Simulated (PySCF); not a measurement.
OSi, charge -1, doublet, at a GFN2-xTB geometry (a state made from the parent by changing its charge; the spin is typed, not shown lowest) (in this run its highest filled SCF level lies above zero, so its values depend strongly on the basis, on diffuse functions most of all). Base run: R2SCAN/def2-TZVP in PySCF.

Geometry (Å):
```xyz
2

Si     0.0000     0.0000    -0.5760
O      0.0000     0.0000     1.0080
```
Charge -1, spin multiplicity 2.
Orbitals are unrestricted.
All else is at PySCF's defaults.
Base energy -364.69486 Eh.

Variants of this job, named by their change:

```json
[
 {"change": "base", "ΔE vs base (µEh)": "0.0", "SCF cycles": "13", "<S^2>": "0.758"},
 {"change": "level_shift = 1.0 (with mf.max_cycle = 100)", "ΔE vs base (µEh)": "0.1", "SCF cycles": "39", "<S^2>": "0.758"},
 {"change": "level_shift = 0.5 (with mf.max_cycle = 100)", "ΔE vs base (µEh)": "0.0", "SCF cycles": "28", "<S^2>": "0.758"},
 {"change": "conv_tol = 1e-7", "ΔE vs base (µEh)": "0.0", "SCF cycles": "11", "<S^2>": "0.758"},
 {"change": "conv_tol = 1e-6", "ΔE vs base (µEh)": "0.0", "SCF cycles": "10", "<S^2>": "0.758"},
 {"change": "init_guess = vsap", "ΔE vs base (µEh)": "-1.4", "SCF cycles": "16", "<S^2>": "0.758"},
 {"change": "conv_tol_grad = 1e-3", "ΔE vs base (µEh)": "0.0", "SCF cycles": "13", "<S^2>": "0.758"},
 {"change": "conv_tol = 1e-11", "ΔE vs base (µEh)": "0.0", "SCF cycles": "14", "<S^2>": "0.758"},
 {"change": "diis_space = 2", "ΔE vs base (µEh)": "0.0", "SCF cycles": "20", "<S^2>": "0.758"},
 {"change": "init_guess = mod_huckel", "ΔE vs base (µEh)": "-1.6", "SCF cycles": "17", "<S^2>": "0.758"},
 {"change": "init_guess = atom", "ΔE vs base (µEh)": "-0.4", "SCF cycles": "15", "<S^2>": "0.758"},
 {"change": "conv_tol = 1e-4", "ΔE vs base (µEh)": "1.1", "SCF cycles": "8", "<S^2>": "0.758"},
 {"change": "level_shift = 0.3 (with mf.max_cycle = 100)", "ΔE vs base (µEh)": "0.3", "SCF cycles": "21", "<S^2>": "0.758"}
]
```

Open shells are given as the SCF converged; they aren't shown to be the lowest states, and a large step between rows can be another state.
